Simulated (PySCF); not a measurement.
**Basis and Hamiltonian dependence of the excitation energy of Mn⁺**

Mn⁺ [Ar] 3d5 4s1 (7S) → Mn⁺ [Ar] 3d4 4s1 5s1 (7D). All values are computed (PySCF 2.14, energy differences of UHF-based or UKS calculations, no spin-orbit coupling). Values in eV.

| basis | Hamiltonian | functions | UHF | r2SCAN | PBE0 | MP2 (valence) |
| --- | --- | --- | --- | --- | --- | --- |
| aug-cc-pVDZ-DK | spin-free X2C | 59 | 15.582 | n/a | 16.619 | 16.336 |
| ANO-RCC-VTZP | spin-free X2C | 59 | 15.805 | 17.011 | 16.708 | 16.585 |
| def2-TZVPPD | non-relativistic | 67 | 16.075 | 17.372 | 17.059 | 16.812 |
| x2c-TZVPPall with one added diffuse shell each of s, p, d, f type | spin-free X2C | 80 | 15.538 | 16.949 | 16.637 | 16.329 |
| aug-cc-pVTZ-DK | spin-free X2C | 93 | 15.391 | 16.750 | 16.462 | 16.191 |
| aug-cc-pVTZ with one added diffuse shell each of s, p, d, f, g type | non-relativistic | 118 | 15.695 | n/a | 16.748 | 16.485 |
| aug-cc-pwCVTZ-DK with one added diffuse shell each of s, p, d, f, g type | spin-free X2C | 152 | 15.375 | 16.734 | 16.450 | 16.205 |

Frozen in the all-electron rows: valence: [Ar].

Non-relativistic rows lack the scalar-relativistic shift. The upper state lies above the first ionisation limit, where it may autoionise and the basis confines it. A Rydberg-like electron needs more diffuse functions than a valence basis has.
